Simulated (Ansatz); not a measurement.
Ideal-gas functions of `[NH2][Y]([F])[F]` at 800 K and 1 bar, from an Ansatz frequency run at PBE0-D4/def2-TZVP.

Molar mass 142.93 g/mol, point group C2v (symmetry number 2), electronic degeneracy 1, moments of inertia 112.579, 120.558, 233.137 u Å². Harmonic wavenumbers (cm⁻¹, unscaled): 51, 125, 137, 362, 426, 555, 560, 582, 589, 1555, 3533, 3616.

Use S(trans) = R[1.5 ln M + 2.5 ln T − 1.1517]; rotational temperatures θ = 24.2544 K / I; S(rot) = R[ln(√π/σ · √(T³/θAθBθC)) + 1.5]; for each mode x = 1.438777 ν̃/T, S = R[x/(eˣ − 1) − ln(1 − e⁻ˣ)] and H = RT x/(eˣ − 1); 1 cm⁻¹ = 0.0119627 kJ/mol; R = 8.31446 J/(mol·K).

Task: By hand: the entropy, in J/(mol·K).

Result: Translation 191.3. Rotation: θ = 0.2154, 0.2012, 0.104 K, giving 117.3. Vibration, mode by mode: 28.18, 20.74, 19.98, 12.03, 10.73, 8.67, 8.60, 8.30, 8.21, 2.03, 0.11, 0.09, in all 127.7. Electronic 0.0. Sum 436.3 J/(mol·K).

Task: By hand: H − E and G − E in kJ/mol, counted from the electronic energy.

Result: Zero-point energy ½ × 12091 × 0.0119627 = 72.3; thermal vibration 43.9; translation, rotation and pV give 4 RT = 26.6. H − E = 142.8 kJ/mol, and G − E = 142.8 − 800 × 436.3/1000 = -206.2 kJ/mol.

Vibration gives 29 % of the entropy, 68.9 J/(mol·K) of it from the modes under 150 cm⁻¹: soft modes count most, and the harmonic formula is weakest for them. The sum counts one conformer and one mirror image; others add a mixing term.
